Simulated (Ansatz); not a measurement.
Name a neutral molecule of C, In, S and H with LUMO energy (ωB97M-V/def2-TZVPP) between -0.40 and -0.10 eV and LUMO energy (B3LYP/def2-TZVPP) between -2.45 and -2.15 eV (Ansatz, PBE0-D4/def2-TZVP geometry).

`C1=[CH][InH][S]1` (-0.38 eV, -2.22 eV). Other molecules can fit too; these were computed, each in one conformer that needn't be the lowest.

B3LYP here is the variant with VWN-RPA as its local correlation; programs differ in this.
